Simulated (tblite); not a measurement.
Compound: C₆H₁₂N₂.
Z-matrix (Å and degrees, GFN2-xTB geometry), rows numbered from 1:
```
C 
C   1  1.3193
C   2  1.5014  1  124.29
N   3  1.4522  2  112.62  1   125.38
C   4  1.3745  3  118.72  2   -66.89
C   5  1.3310  4  126.97  3   160.89
N   4  1.4068  3  113.60  2    83.45
C   7  1.4541  4  112.03  3   117.53
H   1  1.0769  2  122.24  3  -179.27
H   1  1.0785  2  121.60  3     1.59
H   2  1.0818  1  120.97  3   178.24
H   3  1.0938  2  109.70  1  -116.18
H   3  1.0934  2  110.31  1     3.71
H   5  1.0813  4  112.78  3   -20.90
H   6  1.0766  5  123.52  4    -1.78
H   6  1.0733  5  120.38  4   177.24
H   7  1.0199  4  109.98  3  -119.52
H   8  1.0893  7  108.13  4   -60.52
H   8  1.0882  7  108.16  4  -178.31
H   8  1.0960  7  113.83  4    60.10
```

Method: GFN2-xTB as coded in tblite; computed harmonic values from a numerical Hessian at the method's own geometry, unscaled. Against measured fundamentals such values can be off by several per cent, at times by over 20. One conformer, not necessarily the lowest.

Harmonic wavenumbers (cm⁻¹): 44.8, 52.3, 94.9, 120.3, 168.3, 191.7, 277.3, 295.4, 359.2, 415.1, 463.6, 545.0, 631.5, 664.9, 786.6, 787.4, 845.5, 898.0, 916.5, 955.3, 980.8, 1000.1, 1025.0, 1081.0, 1100.0, 1113.5, 1144.0, 1180.9, 1201.2, 1261.5, 1301.5, 1311.4, 1321.1, 1387.1, 1407.7, 1414.7, 1432.4, 1441.8, 1475.6, 1496.9, 1696.5, 1714.4, 2917.9, 2955.4, 2958.3, 3018.7, 3026.9, 3065.3, 3066.9, 3092.5, 3110.8, 3120.3, 3154.2, 3280.8.

A = 3153, B = 1329, C = 1038 MHz; mass 112.100 u (most abundant isotopes); point group C1, symmetry number 1.

Zero-point energy?

½Σν̃ = 37385 cm⁻¹ = 106.89 kcal/mol.

What is S at 298.15 K and 1 bar for an ideal gas of classical rigid rotors and harmonic oscillators?

Translation 40.08, rotation 28.69, vibration 30.00: S = 98.8 cal/(mol K).

And Cp and H(298.15 K) − H(0)?

Cp = 37.56 cal/(mol K), of which vibrations give 29.61 (their classical limit is 54 R = 107.3); H(298.15 K) − H(0) = 6.92 kcal/mol without the zero-point energy, 4.55 from vibrations.

What must be added to the electronic energy to get the Gibbs energy at 298.15 K and 1 bar?

ZPE + [H(298.15 K) − H(0)] − T·S = 106.89 + 6.92 − 29.45 = 84.36 kcal/mol.

Blend soft modes into free rotors: weight 1/[1 + (100 cm⁻¹/ν̃)⁴] for the oscillator and the rest for a rotor with moment μB/(μ + B), μ = h/(8π²ν), B = 10⁻⁴⁴ kg m². What vibrational entropy results?

27.03 cal/(mol K) in place of 30.00, which changes −T·S at 298.15 K by +0.88 kcal/mol.

How do the functions run with temperature in this model?

```json
{"T (K)": "150", "S (cal/(mol K))": "78.5", "Cp (cal/(mol K))": "23.6", "H − H(0) (kcal/mol)": "2.43", "G − H(0) (kcal/mol)": "-9.34", "ln q(vib)": "3.48"}
{"T (K)": "250", "S (cal/(mol K))": "92.6", "Cp (cal/(mol K))": "32.7", "H − H(0) (kcal/mol)": "5.23", "G − H(0) (kcal/mol)": "-17.92", "ln q(vib)": "6.16"}
{"T (K)": "400", "S (cal/(mol K))": "111.3", "Cp (cal/(mol K))": "47.8", "H − H(0) (kcal/mol)": "11.28", "G − H(0) (kcal/mol)": "-33.23", "ln q(vib)": "10.02"}
{"T (K)": "600", "S (cal/(mol K))": "134.0", "Cp (cal/(mol K))": "64.3", "H − H(0) (kcal/mol)": "22.59", "G − H(0) (kcal/mol)": "-57.79", "ln q(vib)": "15.06"}
{"T (K)": "900", "S (cal/(mol K))": "163.3", "Cp (cal/(mol K))": "80.4", "H − H(0) (kcal/mol)": "44.49", "G − H(0) (kcal/mol)": "-102.52", "ln q(vib)": "22.29"}
```

q(vib) and H(0) count from the zero-point level.

Which modes carry the vibrational entropy at 298.15 K?

44.8 cm⁻¹: 5.03; 52.3 cm⁻¹: 4.73; 94.9 cm⁻¹: 3.56; 120.3 cm⁻¹: 3.10; 168.3 cm⁻¹: 2.45; 191.7 cm⁻¹: 2.21 cal/(mol K); the other 48 give 8.91 together.

Hindered rotation and anharmonicity are outside this model. Other conformers, if any are populated, would add a mixing term that is left out. The structure is chiral; the term R ln 2 for an equal mix with its mirror image is left out.
